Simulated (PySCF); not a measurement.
Computed IR spectrum (relative IR intensity) of a molecule C₃H₉NSi. Geometry: PBE-D3(BJ)/def2-SVP. Other conformers were not sampled. These are PBE-D3(BJ)/def2-SVP (PySCF) values and carry that method's errors. Frequencies are harmonic and unscaled.

Lines under 2 % of the strongest are left out, and lines within 2 cm⁻¹ are merged.

```tsv
ν (cm⁻¹)	relative intensity
225	2.5
289	3.9
466	4.2
627	5.8
660	12
676	2.7
773	4.3
849	15
874	98
896	4.9
916	32
995	9.1
1215	7.2
1281	12
1376	2.2
1395	2.2
1407	11
1665	3.9
2138	100
2824	34
2887	33
3007	7.6
3032	3.8
```

Task: Which molecule gave these data?
A) N[SiH]1CCC1
B) C=C[SiH2]NC
C) C/C=N/C[SiH3]
D) C/N=C/[SiH2]C

Result: D, C/N=C/[SiH2]C
